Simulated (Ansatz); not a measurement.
Correlation energies of CH4BrInO, SMILES `[CH3][In]([OH])[Br]` by basis set

```
atom    x (Å)    y (Å)    z (Å)
  C1  -0.3950   1.0668   0.9962
 In2   0.0634  -0.5335  -0.3220
  O3   1.2684  -0.4398  -1.8848
 Br4  -0.8627  -2.8295  -0.1011
  H5  -0.7725   1.9103   0.4188
  H6   0.5126   1.3698   1.5181
  H7  -1.1441   0.7397   1.7144
  H8   1.3298  -1.2839  -2.3397
```

The species carries charge 0 and has multiplicity 1. Correlated methods include outer-core shells of Br, In, which these sets cover unevenly. Scalar relativity is left out up to krypton. In: def2 effective core potential. The geometry is a stationary point of PBE0-D4/def2-TZVP. It is one conformer, not always the lowest. Frozen core, restricted reference, the Gaussian-basis code of Ansatz.

```
     basis      HF (Eh)  MP2 corr.  CCSD corr.       (T)  CCSD(T) total
  def2-SVP            ?          ?           ?  -0.01722              ?
def2-TZVPP  -2876.81779   -0.98266    -0.99365  -0.03505    -2877.84649
def2-QZVPP  -2876.87431          ?           –         –              –
```

Task: Fill in the withheld values. (An estimate is asked.)

Result: Ansatz gave: def2-SVP HF (Eh): -2876.34788; def2-SVP MP2 corr.: -0.65315; def2-SVP CCSD corr.: -0.67854; def2-SVP CCSD(T) total: -2877.04364; def2-QZVPP MP2 corr.: -1.52171.
